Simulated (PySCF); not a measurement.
All values below come from PySCF with PBE0-D3(BJ)/def2-TZVP. Gas-phase values, no solvent. 

Reference species (SMILES): `C1=[SiH][SiH2][SiH2]1` (neutral, multiplicity 1).

```
Item             Result
-------------  --------
dipole moment    1.09 D
HOMO           -6.90 eV
```

Changed species: `C=[Si]1[SiH2][SiH2]1`.

Problem. Give the shifts of the dipole moment and HOMO.

Solution. the dipole moment drops by 0.53 D, to 0.56 D; the HOMO rises by 0.18 eV, to -6.72 eV.
